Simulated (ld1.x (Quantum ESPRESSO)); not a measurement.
# Reading a pseudo-wave (antimony (Sb))

Columns: radius, all-electron u(r) and pseudo u(r) of the 5p shell (level -4.84 eV) of antimony in the configuration [Ar] 3d10 4s2 4p6 4d10 5s2 5p3; PBEsol, scalar-relativistic, PAW scheme, ld1.x (Quantum ESPRESSO) 7.5.

| r (bohr) | all-electron | pseudo |
| --- | --- | --- |
| 0.078 | 0.1103 | 0.0339 |
| 0.155 | -0.0790 | 0.1279 |
| 0.232 | -0.1812 | 0.2661 |
| 0.310 | -0.1240 | 0.4270 |
| 0.388 | 0.0092 | 0.5815 |
| 0.465 | 0.1406 | 0.7026 |
| 0.542 | 0.2347 | 0.7734 |
| 0.620 | 0.2812 | 0.7836 |
| 0.698 | 0.2823 | 0.7317 |
| 0.775 | 0.2485 | 0.6288 |
| 0.852 | 0.1907 | 0.4898 |
| 0.930 | 0.1170 | 0.3312 |
| 1.008 | 0.0358 | 0.1726 |
| 1.085 | -0.0463 | 0.0296 |
| 1.162 | -0.1267 | -0.0920 |
| 1.240 | -0.2037 | -0.1923 |
| 1.318 | -0.2748 | -0.2728 |
| 1.395 | -0.3385 | -0.3385 |
| 1.472 | -0.3952 | -0.3952 |
| 1.550 | -0.4457 | -0.4457 |
| 1.628 | -0.4894 | -0.4894 |
| 1.705 | -0.5263 | -0.5263 |
| 1.782 | -0.5572 | -0.5572 |
| 1.860 | -0.5830 | -0.5830 |
| 1.938 | -0.6037 | -0.6037 |
| 2.015 | -0.6195 | -0.6195 |

(1) How many radial nodes do the two functions have?

(2) At about which radius was the pseudo-wave matched?

(3) Is the pseudo-wave norm-conserving?

Results:

(1) The all-electron 5p function has n − l − 1 = 3; the pseudo-wave has 1, since 1 lower shell of the same l stays in the valence.

(2) 1.50 bohr. The columns agree to 0.0005 from 1.40 bohr on; several derivatives are matched, so the curves merge somewhat inside the radius.

(3) No, it belongs to a PAW set: the norm inside the radius is not constrained, and the difference is carried by the augmentation charge.
